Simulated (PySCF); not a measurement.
**Working out the ionisation energy of Ru⁺**

Ru⁺ [Kr] 4d7 (4F) → Ru²⁺ [Kr] 4d6 (5D). Computed with PySCF 2.14 in def2-TZVPPD with the def2 core potential (28 electrons) (6s4p3d2f1g, 56 functions), with scalar relativity through the core potential. Frozen: nothing. Energies in hartree (1 hartree = 27.21139 eV):

```json
{"part": "UHF", "Ru⁺ (lower)": "-93.891858", "Ru²⁺ (upper)": "-93.341646"}
{"part": "MP2 opposite-spin", "Ru⁺ (lower)": "-0.297660", "Ru²⁺ (upper)": "-0.259389"}
{"part": "MP2 same-spin", "Ru⁺ (lower)": "-0.138822", "Ru²⁺ (upper)": "-0.126593"}
```

Task: What does Hartree-Fock give?

Result: (-93.341646) − (-93.891858) = 0.550212 hartree = 14.972 eV.

Task: What do MP2 and SCS-MP2 (6/5 opposite-spin, 1/3 same-spin) give?

Result: The opposite-spin parts differ by 1.041 eV and the same-spin parts by 0.333 eV. MP2: 14.972 + (1.041) + (0.333) = 16.346 eV. SCS-MP2: 14.972 + 1.2 × (1.041) + (0.333)/3 = 16.332 eV.

Reference: 16.76 ± 0.06 eV (semi-empirical (NIST evaluation); NIST Atomic Spectra Database, ionization energies), between the lowest levels; spin-orbit coupling is absent from the calculation.

What remains against the reference includes basis incompleteness and correlation beyond second order.
